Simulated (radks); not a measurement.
The lanthanum ion La+, configuration [Xe] 5d1 6p1 (not the ground configuration).

All-electron calculation, scalar-relativistic Kohn-Sham, BP86, spin-polarised, spherical densities, finite nucleus; open shells are filled with parallel spins first (spin-orbit coupling, left out, can overturn this in heavy ions); Fermi nuclear charge, rms radius 4.855 fm. Program: a radial shooting solver on a logarithmic mesh with Libxc functionals.

Energy parts (hartree):
part                       energy
total                  -8493.9492
kinetic                 8983.8340
electron-nucleus      -20539.4846
Hartree                 3265.9819
exchange-correlation    -204.2806

Orbitals (lengths in bohr, moments of r in powers of bohr):
| orbital | occ. | eigenvalue (hartree) | <1/r> | <r^4> | <r^2> | <r> |
|---|---|---|---|---|---|---|
| 1s up | 1 | -1424.465 | 62.01 | 1.917e-06 | 0.0008537 | 0.02507 |
| 1s down | 1 | -1424.465 | 62.01 | 1.917e-06 | 0.0008537 | 0.02507 |
| 2s up | 1 | -226.9775 | 14.28 | 0.0003185 | 0.01362 | 0.1074 |
| 2s down | 1 | -226.9763 | 14.28 | 0.0003185 | 0.01362 | 0.1074 |
| 2p up | 3 | -203.4732 | 13.55 | 0.0002325 | 0.01084 | 0.09424 |
| 2p down | 3 | -203.4722 | 13.55 | 0.0002325 | 0.01084 | 0.09424 |
| 3s up | 1 | -48.75160 | 5.171 | 0.01307 | 0.09292 | 0.2852 |
| 3s down | 1 | -48.75091 | 5.171 | 0.01307 | 0.09292 | 0.2852 |
| 3p up | 3 | -41.24452 | 4.901 | 0.01367 | 0.09295 | 0.2832 |
| 3p down | 3 | -41.24374 | 4.901 | 0.01367 | 0.09295 | 0.2832 |
| 3d up | 5 | -30.45261 | 4.647 | 0.01146 | 0.07971 | 0.2600 |
| 3d down | 5 | -30.45151 | 4.647 | 0.01146 | 0.07971 | 0.2600 |
| 4s up | 1 | -10.04842 | 2.151 | 0.3388 | 0.4826 | 0.6541 |
| 4s down | 1 | -10.04633 | 2.151 | 0.3388 | 0.4827 | 0.6542 |
| 4p up | 3 | -7.60681 | 1.984 | 0.4458 | 0.5459 | 0.6931 |
| 4p down | 3 | -7.60487 | 1.984 | 0.4457 | 0.5459 | 0.6931 |
| 4d up | 5 | -4.07341 | 1.724 | 0.7612 | 0.6833 | 0.7676 |
| 4d down | 5 | -4.07135 | 1.724 | 0.7595 | 0.6829 | 0.7675 |
| 5s up | 1 | -1.69169 | 0.8496 | 10.86 | 2.721 | 1.557 |
| 5s down | 1 | -1.67800 | 0.8532 | 10.66 | 2.699 | 1.551 |
| 5p up | 3 | -1.08415 | 0.7259 | 20.44 | 3.663 | 1.800 |
| 5p down | 3 | -1.06546 | 0.7309 | 19.86 | 3.615 | 1.788 |
| 5d up | 1 | -0.35913 | 0.4734 | 133.7 | 8.741 | 2.735 |
| 5d down | 0 | -0.32905 | 0.4799 | 131.6 | 8.597 | 2.708 |
| 6p up | 1 | -0.23456 | 0.2563 | 1017 | 26.55 | 4.878 |

The highest occupied level is 6p up at -6.383 eV. The configuration is held as typed, so some empty levels lie below it. The density falls to 0.001 e/bohr^3 at r = 4.99 bohr. The electron density at the nucleus is 3.65e+05 e/bohr^3 (large components only). Summed over all electrons, <r^2> = 75.25 bohr^2, which gives a Langevin (diamagnetic) susceptibility term of -59.6 x 10^-6 cm^3/mol. The spin density at the nucleus is -1.613 e/bohr^3 (1s -0.035, 2s -0.088, 3s -0.005, 4s 0.166, 5s -1.652). Spin moment in Bohr magnetons: 2.
